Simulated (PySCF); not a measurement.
## Excitation energy of Hf by level of theory

Hf [Xe] 4f14 5d2 6s2 (3F) → Hf [Xe] 4f14 5d4 (5D), as a difference of total energies. Computed with PySCF 2.14 in x2c-QZVPPall, with the spin-free X2C one-electron Hamiltonian (Gaussian nucleus). The calculations carry no spin-orbit coupling.

| method | excitation energy (eV) |
| --- | --- |
| UHF | 4.376 |
| BLYP | 4.749 |
| MN15 | 4.865 |
